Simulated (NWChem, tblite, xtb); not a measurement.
**How methods differ on Si2H4ClOF (SMILES O[SiH](F)[SiH2]Cl)**

Si2H4ClOF has 9 atoms, charge 0, and is taken as a singlet. As SMILES, `O[SiH](F)[SiH2]Cl`. The coordinates come from a PBE0-D4/def2-TZVP relaxation. This is one conformer, not always the lowest.

```xyz
9

O     1.0430    1.6510   -0.3677
Si    1.0042    0.0251   -0.4917
F     0.8572   -0.4349   -2.0164
Si   -0.8954   -0.7583    0.6519
Cl   -2.3038    0.7413    0.3809
H     0.2035    2.1171   -0.3965
H     2.3116   -0.4689   -0.0090
H    -1.4634   -2.0206    0.1192
H    -0.6680   -0.8981    2.1123
```

Quantity: the dipole moment, in D. The values are calculated.

| level | kind | program | value (D) | CPU time |
| --- | --- | --- | --- | --- |
| IPEA1-xTB | semi-empirical | tblite | 1.29 | under 2 s |
| GFN2-xTB | semi-empirical | xtb | 1.62 | under 2 s |
| GFN0-xTB | semi-empirical | xtb | 1.29 | under 2 s |
| GFN1-xTB | semi-empirical | xtb | 1.25 | under 2 s |
| HF/STO-3G | Hartree–Fock | NWChem | 2.77 | 8 s |
| HF/def2-SVP | Hartree–Fock | NWChem | 1.67 | 17 s |
| BP86/6-31G** (spherical functions) | GGA | NWChem | 1.17 | 35 s |
| r2SCAN/STO-3G | meta-GGA | NWChem | 2.04 | 17 s |
| PBE0/STO-3G | global hybrid | NWChem | 2.20 | 12 s |
| B3LYP/6-31G* (spherical functions) | global hybrid | NWChem | 1.37 | 40 s |

The values span 1.17 to 2.77 D. Magnitudes only. Sets without polarisation functions give poor dipoles. Times are those of the runs behind each value, whatever else they computed, on shared processors of several kinds: orders of magnitude only.
